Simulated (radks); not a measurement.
Results of a calculation; reference values are marked as such.
Task: These are the eigenvalues of the occupied orbitals of an atom or ion with whole-number occupations (hartree). Code: a radial shooting solver on a logarithmic mesh with Libxc functionals. Model: scalar-relativistic Kohn-Sham, B86b exchange with PBE correlation, spin-unpolarised, spherical densities, finite nucleus; Fermi nuclear charge, rms radius of each element as measured or else 0.836 A^(1/3) + 0.57 fm.

orbital  eigenvalue
1s        -1715.352
2s        -280.3115
2p        -250.0623
3s        -61.41723
3p        -51.95865
3d        -39.14983
4s        -12.20505
4p         -9.09669
4d         -4.73456
5s         -1.59014
5p         -0.85403
6s         -0.13238
4f         -0.09126

Which element is it, and in what charge state? The configuration may be excited.

Result: Z = 62, samarium, charge 0: Sm in [Xe] 4f6 6s2. The list shows which subshells hold electrons but not how many an open one holds; the 1s level, -1715.4 hartree, gives Z - s = 58.6 by -(Z - s)^2/2, which with screening and relativity narrows Z to a few neighbours, and the depths of the outer levels then fix element, charge and occupations together.
